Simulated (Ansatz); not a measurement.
`C[O][AlH][Cl]` + H₂ → `[AlH2][Cl]` + CH₃OH at 298.15 K and 1 bar (hydrogenolysis of the Al–O bond).

Computed with Ansatz on PBE0-D4/def2-TZVP structures; ΔE is electronic, products minus reactants. CBS: MP2 limit from def2 TZ/QZ plus the TZ coupled-cluster correction, frozen cores. This one scheme is used for every species. Each species was taken in one conformer, which may not be the lowest.

```csv
species,CCSD(T)/CBS energy (Eh),H − E (kJ/mol),S (J/(mol·K))
`C[O][AlH][Cl]`,-817.53357,151.9,333.5
H₂,-1.17544,35.1,130.4
`[AlH2][Cl]`,-703.04476,49.7,253.3
CH₃OH,-115.61712,146.3,238.2
```

H − E and S are ideal-gas, rigid-rotor, harmonic terms from PBE0-D4/def2-TZVP, for one conformer and one mirror image of each species. The MP2-based limit puts H₂ 0.8 mEh under its directly extrapolated value; such offsets cancel only in part. 1 Eh = 2625.50 kJ/mol, R = 8.31446 J/(mol·K).

Question: By hand: ΔE, ΔH, ΔS and ΔG.

Answer: ΔE = (-703.04476) + (-115.61712) − (-817.53357) − (-1.17544) = 0.04713 Eh = 123.7 kJ/mol. Δ(H − E) = 49.7 + 146.3 − 151.9 − 35.1 = 9.0, so ΔH = 132.7 kJ/mol. ΔS = 253.3 + 238.2 − 333.5 − 130.4 = 27.6 J/(mol·K). ΔG = 132.7 − 298.15 × (27.6)/1000 = 124.5 kJ/mol.

Question: By hand: the equilibrium constant, and the temperature at which ΔG would vanish if ΔH and ΔS stayed fixed.

Answer: log₁₀ K = −ΔG/(RT ln 10) = -21.8. ΔG = 0 at ΔH/ΔS = 4808 K, far beyond where these terms or the molecules hold.

ΔH outweighs TΔS. A doubt of 5 kJ/mol in ΔE shifts log₁₀ K by 0.9 here. Other conformers and mirror images would add mixing entropy, several J/(mol·K) or more a flexible species. These are equilibria of isolated gas molecules and say nothing of rates. Largest T1 diagnostic: 0.011 (customary marks: 0.02 for closed shells, 0.045 for open ones).
